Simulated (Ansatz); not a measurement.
`FC(F)(F)O[SiH2]OC(F)(F)F`, relaxed with RKS PBE-D4/def2-SVP in Ansatz from a rough embedded geometry. The force threshold is 0.03 eV/Å; the program also tests the step.

Charge 0, multiplicity 1.

Start:

```xyz
13

F    -0.172   -0.342   -2.911
C    -0.688   -1.316   -2.107
F     0.247   -2.259   -1.926
F    -1.678   -1.903   -2.735
O    -1.096   -0.793   -0.883
Si    0.057    0.003   -0.030
O    -0.547    0.586    1.381
C     0.355    1.266    2.194
F     0.823    2.398    1.602
F    -0.337    1.694    3.331
F     1.327    0.480    2.622
H     1.168   -0.924    0.282
H     0.541    1.110   -0.820
```

```tsv
step	energy (eV)	largest force (eV/Å)	largest move (Å)
1	-30336.4870	2.979	0.000
2	-30336.8171	1.864	0.100
3	-30337.0220	0.308	0.195
4	-30337.0545	0.280	0.102
5	-30337.0683	0.230	0.089
6	-30337.0725	0.235	0.075
7	-30337.0799	0.019	0.097
8	-30337.0806	0.366	0.196
9	-30337.0894	0.139	0.018
10	-30337.0992	0.017	0.128
11	-30337.1058	0.237	0.200
14	-30337.1188	0.111	0.118
17 (rejected)	-30337.1197	0.366	0.182
20	-30337.1265	0.082	0.098
23	-30337.1337	0.061	0.072
26	-30337.1473	0.276	0.068
29	-30337.1718	0.117	0.063
32	-30337.1771	0.128	0.100
35	-30337.1828	0.056	0.029
38	-30337.1984	0.302	0.200
41	-30337.2062	0.043	0.004
44	-30337.2068	0.042	0.068
45	-30337.2070	0.022	0.007
```

End:

```xyz
13

F     0.403   -1.816   -2.310
C    -0.643   -1.452   -1.534
F    -0.458   -2.015   -0.318
F    -1.761   -1.957   -2.069
O    -0.752   -0.106   -1.454
Si    0.286    0.986   -0.673
O    -0.253    1.261    0.914
C     0.228    0.734    2.063
F     1.336    1.391    2.474
F    -0.698    0.828    3.023
F     0.564   -0.571    1.919
H     1.679    0.450   -0.653
H     0.069    2.269   -1.383
```

Hardware: 4 threads of an AMD EPYC 7R13 on a shared host. Wall time 80 s, peak host memory 0.29 GiB.
